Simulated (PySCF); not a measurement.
C5H7N, SMILES N1=CC(C)=CC1.

Geometry: B3LYP-D3(BJ)/def2-SVP. The values are those of a single conformer.

Computed with PBE0/def2-TZVP run with PySCF.

Symmetry labels are those of the subgroup Cs that the program uses (full group Cs).

Problem. List the valence orbital energies around the gap with their symmetry. (An estimate is asked for; the answer gives what the named calculation found.)

Solution. 
| orbital | symmetry | energy (eV) |
|---|---|---|
| HOMO−7 | A' | -11.98 |
| HOMO−6 | A" | -11.74 |
| HOMO−5 | A' | -11.29 |
| HOMO−4 | A' | -10.56 |
| HOMO−3 | A' | -10.18 |
| HOMO−2 | A" | -8.86 |
| HOMO−1 | A' | -7.56 |
| HOMO | A" | -7.09 |
| LUMO | A" | -0.87 |
| LUMO+1 | A' | 1.39 |
| LUMO+2 | A" | 1.47 |
| LUMO+3 | A' | 1.92 |
